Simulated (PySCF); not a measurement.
Electric field gradients and quadrupole coupling constants

Species: C3H2Cl4OSi.
Structure used (GFN2-xTB), in Å, numbered top down from 1:
```
atom  x, y, z in Å
O1    -1.485    2.149   -1.265
C2    -1.510    1.064   -0.865
C3    -1.468   -0.149   -0.399
Cl4   -2.906   -1.148   -0.486
Si5    0.008   -0.983    0.405
C6     1.447    0.309    0.306
Cl7    1.010    1.790    1.180
Cl8    2.911   -0.372    1.030
Cl9    1.786    0.724   -1.386
H10   -0.224   -1.239    1.823
H11    0.438   -2.144   -0.369
```

Field gradients from the PBE0/pcSseg-1 density (PySCF, non-relativistic), principal values in atomic units, ordered |Vxx| ≤ |Vyy| ≤ |Vzz|:

```json
{"atom": "O1", "Vxx": "0.2660", "Vyy": "0.7951", "Vzz": "-1.0612"}
{"atom": "Cl4", "Vxx": "-2.1651", "Vyy": "-2.4452", "Vzz": "4.6103"}
{"atom": "Cl7", "Vxx": "-2.0825", "Vyy": "-2.1508", "Vzz": "4.2334"}
{"atom": "Cl8", "Vxx": "-2.0628", "Vyy": "-2.1638", "Vzz": "4.2266"}
{"atom": "Cl9", "Vxx": "-2.0926", "Vyy": "-2.1476", "Vzz": "4.2403"}
```

Task: Find the asymmetry η = (Vxx − Vyy)/Vzz and the couplings χ = eQV/h (234.96 MHz × Q in barn × V in au), with Q(17O) = −0.0256 b, Q(35Cl) = −0.0817 b.

Result: 
```csv
atom,environment,nucleus,η,χzz (MHz),χxx (MHz),χyy (MHz)
O1,oxygen bonded to C,17O,0.50,6.38,-1.60,-4.78
Cl4,vinyl chlorine,35Cl,0.06,-88.50,41.56,46.94
Cl7,chlorine of a CCl3 group,35Cl,0.02,-81.27,39.98,41.29
Cl8,chlorine of a CCl3 group,35Cl,0.02,-81.14,39.60,41.54
Cl9,chlorine of a CCl3 group,35Cl,0.01,-81.40,40.17,41.23
```

The gradient is axial or nearly so (η below 0.05) at Cl7, Cl8 and Cl9. 

Task: What is Vzz at Cl9 in SI units (1 au = 9.71736 × 10²¹ V/m²)?

Result: 4.2403 au = 41.204 × 10²¹ V/m².

Isolated species at its GFN2-xTB geometry (one conformer only). GFN2-xTB bond lengths can be off by several hundredths of an ångström, more for odd bonds, and the gradients follow them. The basis is small and wasn't made for field gradients, so the couplings can be 20 % off.
